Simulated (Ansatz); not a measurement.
Cost and result for the atomization energy of C2H2FGaS (`C#C[S][GaH][F]`) (7 atoms, 6 bonds).

Cartesian coordinates in Å:
```
C -2.024 0.824 -0.211
C -1.279 0.007 0.263
S -0.310 -1.171 0.968
Ga 1.653 -0.613 0.126
F 1.663 0.767 -0.940
H -2.674 1.552 -0.636
H 2.971 -1.366 0.431
```

Charge 0, multiplicity 1. Correlated methods include outer-core shells of Ga, which these sets cover unevenly. Scalar relativity is left out up to krypton. Geometry: relaxed with PBE0-D4/def2-TZVP. It is one conformer, not always the lowest. Program: Ansatz. All runs use 4 threads of an Arm Neoverse V1 on a shared host. Times are those of one run each, without the atoms' runs, and a repeat can differ threefold. Electronic energies, without spin–orbit coupling; frozen cores. CCSD(T)/CBS adds CCSD(T) − MP2 in def2-TZVPP to the MP2 limit, and its time is that of the two runs behind it. T1 = 0.014. With those shells the extrapolation isn't a true limit. B3LYP takes the VWN-RPA correlation (the form of Gaussian; ORCA's B3LYP/G). HSE06 is the plane-wave form, built on full-range PBE exchange.

CCSD(T)/CBS is a level of theory with its own doubt, some kJ/mol a heavy atom from the limit and from the frozen cores, so smaller differences don't rank the functionals.

```csv
level,functions,wall time
LDA (SPW92)/def2-TZVPP,211,1.1 s
revPBE-D4/def2-TZVPP,211,1.9 s
BHLYP-D4/def2-TZVPP,211,2.9 s
HSE06-D4/def2-TZVPP,211,3.1 s
CAM-B3LYP-D4/def2-TZVPP,211,3.3 s
B3LYP-D4/def2-TZVPP (with forces),211,4.1 s
r2SCAN-D4/def2-TZVPP (with forces),211,4.4 s
B2PLYP/def2-TZVPP,211,5.5 s
CCSD(T)/def2-SVP,102,5.5 s
B97M-V/def2-TZVPP,211,7 s
MP2/def2-QZVPP,390,16 s
CCSD(T)/def2-TZVPP,211,100 s
CCSD(T)/CBS(def2),–,120 s
```

(1) What atomization energy does each give, and how far from CCSD(T)/CBS? (Best estimate.)

Results:

(1) Computed: 
```csv
level,atomization (kJ/mol),difference from CCSD(T)/CBS,per bond
LDA (SPW92)/def2-TZVPP,3049.6,451.1,75.2
revPBE-D4/def2-TZVPP,2602.1,3.6,0.6
BHLYP-D4/def2-TZVPP,2464.6,-133.9,-22.3
HSE06-D4/def2-TZVPP,2609.4,10.9,1.8
CAM-B3LYP-D4/def2-TZVPP,2585.5,-13.0,-2.2
B3LYP-D4/def2-TZVPP (with forces),2573.7,-24.8,-4.1
r2SCAN-D4/def2-TZVPP (with forces),2620.8,22.3,3.7
B2PLYP/def2-TZVPP,2569.1,-29.4,-4.9
CCSD(T)/def2-SVP,2443.5,-155.0,-25.8
B97M-V/def2-TZVPP,2617.2,18.7,3.1
MP2/def2-QZVPP,2680.0,81.5,13.6
CCSD(T)/def2-TZVPP,2528.9,-69.6,-11.6
CCSD(T)/CBS(def2),2598.5,0.0,0.0
```

In def2-TZVPP, CCSD(T) changes the Hartree–Fock value by +730.5 kJ/mol (the triples alone add +64.3 kJ/mol) and MP2 by +840.2 kJ/mol; breaking electron pairs costs correlation energy, which Hartree–Fock lacks. From r2SCAN to r2SCAN0 (25 % exact exchange), in def2-TZVPP and without D4, the atomization energy moves by −74.9 kJ/mol: exact exchange takes away binding that semilocal exchange gives to molecules. The D4 term adds +29.3 kJ/mol with B3LYP and +15.3 kJ/mol with PBE0; it sums over pairs of atoms, weighted by their polarisabilities, and B3LYP, whose exchange is more repulsive, gets the larger term.
